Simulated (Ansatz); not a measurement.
Harmonic frequencies (cm⁻¹) at PBE0-D4/def2-TZVP from Ansatz: 165, 384, 416, 497, 582, 717, 857, 2080, 3893.

Each molecule was computed in one conformer, which needn't be the lowest.

Q: Which molecule is it?
A. `[CH3][GaH][Cl]`
B. `[OH][GaH][Cl]`
C. `[CH3][Ga]([F])[F]`
D. `[Br][Ga]([Br])[Br]`

A: B.
